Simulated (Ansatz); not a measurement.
Geometry optimisation, RKS PBE0/def2-SVP (Ansatz).

Input file:

```yaml
crystal:
  periodic: [false, false, false]
  atoms:
    - { symbol: W, position_ang: [0.320853, 0.297054, -0.400687] }
    - { symbol: O, position_ang: [0.414591, -0.275069, 2.674252] }
    - { symbol: H, position_ang: [-0.410408, -0.661457, 2.988372] }
    - { symbol: F, position_ang: [1.865382, -0.625912, 0.05805] }
    - { symbol: F, position_ang: [-0.397022, 1.858061, -1.117227] }
    - { symbol: H, position_ang: [-0.950671, 0.667501, 0.63926] }
    - { symbol: F, position_ang: [-0.553249, -1.320959, -0.140699] }
    - { symbol: F, position_ang: [0.400501, -0.117117, -2.212271] }
    - { symbol: S, position_ang: [1.433983, 2.02963, 0.841295] }
    - { symbol: H, position_ang: [2.30592, 1.222632, 1.487678] }
    - { symbol: H, position_ang: [0.295519, 0.695835, 2.768078] }
basis:
  gaussian: { orbitals: def2-SVP }
hamiltonian:
  xc: pbe0
relax:
  f_tol: 0.03
  max_steps: 50
output:
  orbitals: {}
```

Launched with:

```bash
$ ansatz run input.yaml --threads 4 --pin off --max-ram 5120MiB --backend cpu --events-out ev --progress --plain --runs-dir out
```

Task: Where does it end, and by what steps?

Result: The forces met the threshold. After 29 steps the energy has fallen by 0.460 eV; H3 moved furthest, 1.44 Å. Joined: W1–O2 (3.13 → 2.31 Å).

```tsv
step	energy less start (eV)	largest force component (eV/Å)	accepted
0	0.0000	0.854	yes
2	-0.1299	1.164	yes
4	-0.3403	0.891	yes
6	-0.3908	0.425	yes
8	-0.3935	0.331	no
10	-0.4107	0.138	yes
12	-0.4153	0.167	yes
14	-0.4187	0.056	yes
16	-0.4216	0.389	yes
18	-0.4378	0.236	yes
20	-0.4508	0.202	yes
22	-0.4547	0.151	yes
24	-0.4427	0.514	no
26	-0.4360	0.871	no
28	-0.4602	0.112	no
29	-0.4604	0.004	yes
```

```xyz
11
Properties=species:S:1:pos:R:3
W 0.241 0.390 -0.071
O 0.249 0.071 2.214
H 0.846 -0.694 2.294
F 1.650 -0.785 0.455
F -0.267 1.856 -1.112
H -1.031 1.131 0.761
F -0.915 -1.061 0.296
F 0.325 -0.351 -1.775
S 1.763 2.075 0.571
H 2.491 1.383 1.475
H -0.628 -0.245 2.478
```

Whether the end is a true minimum wasn't checked by a vibrational analysis.

Run time: 2.1 min on 4 threads of Arm Neoverse V1, on a shared host, peak memory 0.43 GiB.
